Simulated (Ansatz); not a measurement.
NaO-, multiplicity 3 (lowest of 2S+1 = 1, 3, 5 at CCSD(T)/def2-TZVPP on PBE0 minima; our sources give no spin for the ground state, which may be another), most abundant isotopes (15.9949 and 22.9898 u). Constants from fifth-degree fits in 1/R to seven points on the lowest solution found; no spin–orbit coupling, no relativity up to Kr; ω_e x_e and α_e move by some per cent with the fit.

Correlated levels freeze the inner cores; with def2 sets outer-core shells near the valence are correlated too.

Codes used: Ansatz (Gaussian orbitals). 

```csv
level,r_e (Å),ω_e (cm⁻¹),ω_e x_e (cm⁻¹),α_e (cm⁻¹)
PBE/def2-TZVPP,2.1591,382.8,3.62,0.00535
CCSD(T)/def2-QZVPP,2.1290,418.6,4.47,0.00537
```

**Question.** Derive the rotational constants, the centrifugal constant, the fundamental, the zero-point energy and the force constant.

**Answer.** 
μ = 9.43241 u.
- PBE/def2-TZVPP: B_e = 16.8576/(μ r_e²) = 0.38336 cm⁻¹; B₀ = B_e − α_e/2 = 0.38069 cm⁻¹; D = 4B_e³/ω_e² = 1.54e-06 cm⁻¹; fundamental ω_e − 2ω_e x_e = 376 cm⁻¹; zero-point energy ω_e/2 − ω_e x_e/4 = 191 cm⁻¹; k = μ(2πcω_e)² = 81.4 N/m
- CCSD(T)/def2-QZVPP: B_e = 16.8576/(μ r_e²) = 0.39428 cm⁻¹; B₀ = B_e − α_e/2 = 0.39160 cm⁻¹; D = 4B_e³/ω_e² = 1.40e-06 cm⁻¹; fundamental ω_e − 2ω_e x_e = 410 cm⁻¹; zero-point energy ω_e/2 − ω_e x_e/4 = 208 cm⁻¹; k = μ(2πcω_e)² = 97.4 N/m

Ansatz is an electronic-structure program.
